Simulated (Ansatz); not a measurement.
Ideal-gas functions of `Br[CH]Br` radical at 500 K and 1 bar, from an Ansatz frequency run at PBE0-D4/def2-TZVP.

Molar mass 172.83 g/mol, point group Cs (symmetry number 1), electronic degeneracy 2, moments of inertia 12.917, 411.933, 424.585 u Å². Harmonic wavenumbers (cm⁻¹, unscaled): 187, 373, 631, 804, 1182, 3239.

Use S(trans) = R[1.5 ln M + 2.5 ln T − 1.1517]; rotational temperatures θ = 24.2544 K / I; S(rot) = R[ln(√π/σ · √(T³/θAθBθC)) + 1.5]; for each mode x = 1.438777 ν̃/T, S = R[x/(eˣ − 1) − ln(1 − e⁻ˣ)] and H = RT x/(eˣ − 1); 1 cm⁻¹ = 0.0119627 kJ/mol; R = 8.31446 J/(mol·K).

**Question.** By hand: the entropy, in J/(mol·K).

**Answer.** Translation 183.9. Rotation: θ = 1.8777, 0.0589, 0.0571 K, giving 115.8. Vibration, mode by mode: 13.57, 8.11, 4.41, 2.98, 1.26, 0.01, in all 30.3. Electronic 5.8. Sum 335.8 J/(mol·K).

**Question.** By hand: H − E and G − E in kJ/mol, counted from the electronic energy.

**Answer.** Zero-point energy ½ × 6416 × 0.0119627 = 38.4; thermal vibration 8.5; translation, rotation and pV give 4 RT = 16.6. H − E = 63.5 kJ/mol, and G − E = 63.5 − 500 × 335.8/1000 = -104.4 kJ/mol.

Vibration gives 9 % of the entropy.
